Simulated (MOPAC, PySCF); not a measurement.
Potential energy curve for CH₆Ge, SMILES [CH3][GeH3]. The Ge2–H8 bond (Ge2 also carries C, H, H; H8 carries nothing else) is varied alone, starting from the PBE0/def2-TZVP optimised geometry.

Methods: PM3, restricted, heats of formation (MOPAC); RKS-B3LYP/6-31G* = restricted B3LYP/6-31G*, spherical d run with PySCF; UKS-B3LYP/6-31G* = unrestricted B3LYP/6-31G*, spherical d (PySCF); UCCSD(T) = CCSD(T) on UHF/cc-pVDZ, 10 core orbitals frozen (PySCF 2.14.0).

Energies relative to the lowest point of each curve near equilibrium, in kJ/mol; the last columns give the difference from UCCSD(T):

```tsv
R / Å	PM3	RKS-B3LYP/6-31G*	UKS-B3LYP/6-31G*	UCCSD(T)	PM3 − UCCSD(T)	RKS-B3LYP/6-31G* − UCCSD(T)	UKS-B3LYP/6-31G* − UCCSD(T)
1.17	63.0	206.8	206.8	201.8	-138.8	5.0	5.0
1.23	42.5	131.8	131.8	127.7	-85.2	4.1	4.1
1.30	24.1	71.3	71.3	68.3	-44.2	3.0	3.0
1.39	7.8	25.1	25.1	23.3	-15.5	1.8	1.8
1.45	1.7	8.8	8.8	7.7	-6.1	1.1	1.1
1.49	0.0	2.9	2.9	2.3	-2.3	0.6	0.6
1.54	0.7	0.0	0.0	0.0	0.7	0.0	0.0
1.57	2.8	0.3	0.3	0.6	2.1	-0.4	-0.4
1.62	8.8	3.5	3.5	4.5	4.2	-1.0	-1.0
1.68	20.1	11.2	11.2	12.9	7.2	-1.7	-1.7
1.78	47.6	30.6	30.6	33.6	14.0	-3.0	-3.0
1.89	85.7	58.0	58.0	62.3	23.5	-4.3	-4.3
2.07	152.5	109.2	109.2	114.8	37.7	-5.5	-5.5
2.33	242.1	184.7	184.7	189.7	52.5	-5.0	-5.0
2.57	321.3	248.5	248.5	248.9	72.5	-0.4	-0.4
2.76	380.9	293.1	288.9	286.6	94.4	6.5	2.4
3.10	469.9	359.6	331.1	333.5	136.4	26.1	-2.4
3.41	530.9	406.8	349.9	353.1	177.8	53.6	-3.2
3.80	586.9	451.4	360.8	360.8	226.1	90.6	0.0
4.17	624.2	482.0	365.1	362.8	261.4	119.2	2.3
4.67	658.4	510.0	367.4	363.6	294.8	146.4	3.8
5.32	697.1	530.9	368.3	363.9	333.2	167.1	4.4
```

PM3 is furthest from UCCSD(T) at 5.32 (333.2 kJ/mol, above); its mean absolute difference over the points is 92.3 kJ/mol.

RKS-B3LYP/6-31G* is furthest from UCCSD(T) at 5.32 (167.1 kJ/mol, above); its mean absolute difference over the points is 29.4 kJ/mol.

UKS-B3LYP/6-31G* is furthest from UCCSD(T) at 2.07 (-5.5 kJ/mol, below); its mean absolute difference over the points is 2.5 kJ/mol.

The restricted form behind PM3, RKS-B3LYP/6-31G* keeps the bonding electrons paired and can't separate into open-shell fragments. The unrestricted determinant behind UKS-B3LYP/6-31G* is spin-contaminated at 2.76 to 5.32 Å (<S²> up to 1.0, against 0.00 for a pure singlet). The unrestricted determinant behind UCCSD(T) is spin-contaminated at 2.33 to 5.32 Å (<S²> up to 1.0, against 0.00 for a pure singlet).
